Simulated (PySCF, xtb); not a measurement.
Bi(H)2(TeH) (BiH3Te), SMILES [TeH][BiH2].

Harmonic wavenumbers (cm⁻¹) from GFN2-xTB (xtb) at its own minimum, in rising order: 87, 194, 469, 550, 641, 838, 1748, 1769, 1884.

What does B3LYP-D3(BJ)/def2-TZVP in PySCF 2.14.0 give at its own minimum? (Estimate from the structure and the level; the computed values follow.)

70, 155, 448, 506, 599, 780, 1790, 1792, 2111. Paired by order, the mean absolute difference is 57 cm⁻¹ and the zero-point energies are 11.7 and 11.8 kcal/mol.
